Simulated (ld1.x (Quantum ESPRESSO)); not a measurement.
Before and after: TM potential for tin

Sn, norm-conserving Troullier–Martins (Kleinman–Bylander form), made with ld1.x (Quantum ESPRESSO) 7.5 (BP86, scalar-relativistic). Core [Kr] 4d10, reference 5s2 5p1.75 (charge +0.25). Waves: 5p (bound): rc 2.60 bohr; 5d channel at -0.1 Ry: rc 2.20 bohr; 5s (bound): rc 1.50 bohr. Local part: the s channel. Core correction: Bessel-smoothed model core inside 1.55 bohr.

Change: local potential all-electron potential smoothed inside 1.85 bohr (lloc = -1).

Cutoffs: the cutoffs (Ry, on a coarse ladder) from which the occupation-weighted sum of valence levels, in a spherical-Bessel basis at the reference potential, stays within 10 and 1 mRy of its value at 400 Ry; they do not see the model core or the augmentation charge, which bear on the density cutoff. Errors are all-electron minus pseudo energies relative to the spin-unpolarised reference configuration.

Predict the effect on cutoff, ghosts and configuration errors.

The potential gets neither clearly harder nor softer (35 Ry and 110 Ry → 35 Ry and 110 Ry); the bound ghosts move from d to d, s; the number of tests that count goes from 7 to 6; of the 6 tests that both files solve, the error grows in 6 and shrinks in 0 by more than 15 % and 0.3 meV (median size 28.0 → 57.4 meV); the range in which the p phases agree narrows (upper end 4.2 → 1.4). In the separable form a ghost depends on how the local part lies against the semilocal potential of the channel, so the choice of the local part can create or remove one.

| quantity | base | changed |
| --- | --- | --- |
| cutoff, loose | 35 Ry | 35 Ry |
| cutoff, tight | 110 Ry | 110 Ry |
| loose cutoff by channel (10 mRy a level) | p 8 Ry, s 35 Ry | s 35 Ry, p 6 Ry |
| bound ghosts | d | d, s |
| tests counted (converged, no solver errors) | 7 of 7 | 6 of 7 |
| error for 5s2 5p1, meV [ΔE 5.88 eV] | -5.5 | -29 |
| error for 5s2 5p0, meV [ΔE 20.01 eV] | -50 | -174 |
| error for 5s1 5p2, meV [ΔE 13.56 eV] | -37 | -76 |
| error for 5s1 5p0, meV [ΔE 51.18 eV] | -304 | -542 |
| error for 5s1 5p3, meV [ΔE 5.85 eV] | -19 | -39 |
| error for 5s2 5p1.5, meV [ΔE 1.54 eV] | -0.6 | -5.2 |
| s: phases at 2.84 bohr within 0.05 rad from the reference energy up to (Ry; the scan ends near 5) | 0.8 | 1.6 |
| p: phases at 2.84 bohr within 0.05 rad from the reference energy up to (Ry; the scan ends near 5) | 4.2 | 1.4 |
| d: phases at 2.84 bohr within 0.05 rad from the reference energy up to (Ry; the scan ends near 5) | 0.6 | 0.4 |

Changed file: Tests not counted: 5s2 5p2 (pseudo-atom not self-consistent, printed error +54 meV). A true bound ghost makes a file unfit for plane-wave use even where its test errors are small: the radial tests pick states by their node count and pass the ghost by.
